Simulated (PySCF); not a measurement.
# How methods differ on the ionisation energy of Zn¹⁹⁺

Zn¹⁹⁺ [Ne] 3s1 [3s1/2^1, M_J = 1/2] → Zn²⁰⁺ [Ne], as a difference of total energies. All numbers are calculated (PySCF 2.14, the two-component X2C-1e Hamiltonian, in an even-tempered Gaussian basis (19 s from 2.1 bohr⁻², ratio 2.4; 13 p from 2.7 bohr⁻², ratio 2.4; 5 d from 9 bohr⁻², ratio 2.6; 4 f from 13 bohr⁻², ratio 2.6)). Correlated levels: 1s2 frozen; the 52 highest virtual spinors dropped. "Screened" scales the spin-orbit matrix elements by Boettger's factors to mimic the two-electron term; Breit and QED terms are absent.

```tsv
method	ionisation energy (eV)	difference from reference (eV)
GHF (screened spin-orbit)	736.71	-0.66
GMP2 (screened spin-orbit)	737.33	-0.04
```

Reference: 737.37 eV (semi-empirical (NIST evaluation); NIST Atomic Spectra Database, ionization energies).
